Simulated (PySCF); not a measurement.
PySCF 2.14 output of an unrestricted LC-wPBE calculation on a single atom or ion in aug-cc-pwCVDZ-PP with ECP10MDF, with a scalar-relativistic core potential:

```
SCF conv_tol = 1e-09
number electrons alpha = 10  beta = 9
    O. A. Vydrov and G. E. Scuseria.,  J. Chem. Phys. 125, 234109 (2006)
cycle= 1 E= -197.247050099953  delta_E= -0.0239  |g|=  0.1  |ddm|= 0.459
cycle= 2 E= -197.24641244525  delta_E= 0.000638  |g|= 0.153  |ddm|= 0.286
cycle= 3 E= -197.249449170711  delta_E= -0.00304  |g|= 0.0065  |ddm|= 0.151
cycle= 4 E= -197.249523128563  delta_E= -7.4e-05  |g|= 0.00529  |ddm|= 0.0629
cycle= 5 E= -197.249533496405  delta_E= -1.04e-05  |g|= 9.94e-05  |ddm|= 0.0253
cycle= 6 E= -197.249533521848  delta_E= -2.54e-08  |g|= 1.72e-05  |ddm|= 0.00104
cycle= 7 E= -197.249533522739  delta_E= -8.91e-10  |g|= 3.3e-06  |ddm|= 0.000223
converged SCF energy = -197.249533522739  <S^2> = 0.75103924  2S+1 = 2.001039
```

The run itself started from symmetry-adapted Hartree-Fock orbitals and held the occupation by maximum overlap, on a logarithmic radial grid, so the iterations belong to that start.

Question: Which element, charge and spin multiplicity is this?

Answer: Cu (copper, neutral), multiplicity 2; the state was [Ar] 3d9 4s2, 2D determinant (an excited configuration).

Energies and moments cover only the electrons outside the core potential.
